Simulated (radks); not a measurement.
Results of a calculation; reference values are marked as such.
Question: Radial electron density D(r) = 4 pi r^2 rho(r) of an atom or ion with 60 electrons. Level of theory: Dirac Kohn-Sham, PBE, spin-unpolarised, spherical densities, finite nucleus; Fermi nuclear charge, rms radius of each element as measured or else 0.836 A^(1/3) + 0.57 fm (a radial shooting solver on a logarithmic mesh with Libxc functionals).

r (bohr),D(r) (e/bohr)
0.001094,4.252
0.001273,5.454
0.001482,6.971
0.001726,8.871
0.002009,11.23
0.002339,14.14
0.002701,17.48
0.003145,21.69
0.003661,26.68
0.004262,32.48
0.004961,39.06
0.005776,46.31
0.006724,54.04
0.007828,61.88
0.009113,69.37
0.01061,75.91
0.01235,80.87
0.01438,83.68
0.01674,84.06
0.01949,82.19
0.02268,78.85
0.02641,75.52
0.0305,74.04
0.03551,75.87
0.04133,81.95
0.04812,91.36
0.05602,101.3
0.06521,107.8
0.07592,107.6
0.08838,100.3
0.1029,89.73
0.1198,82.08
0.1394,82.13
0.1623,88.90
0.189,95.04
0.22,91.79
0.2561,76.54
0.2982,56.05
0.3444,41.83
0.4009,38.10
0.4667,42.30
0.5433,45.31
0.6325,41.33
0.7363,31.81
0.8572,21.97
0.9979,15.35
1.162,11.97
1.352,9.973
1.574,7.896
1.833,5.492
2.134,3.243
2.484,1.604
2.892,0.6619
3.367,0.2271
3.888,0.06924
4.526,0.01653
5.269,0.003359
6.134,0.0005883

What is the nuclear charge?

Answer: Z = 62. The innermost maximum, from 1s, lies near gamma/Z bohr with gamma = sqrt(1 - (Z/c)^2) = 0.892, here 0.0144 bohr (found: 0.0158), and its height grows with Z. The density is that of the samarium ion Sm2+ in [Xe] 4f6; the configuration itself is not fixed sharply by these data, and Z only to a few units. D(r) has 4 maxima, at r = 0.0158, 0.0701, 0.197, 0.543 bohr, and minima at 0.0307, 0.129, 0.391 bohr, inside which lie 2.02, 11.16, 29.27 electrons.
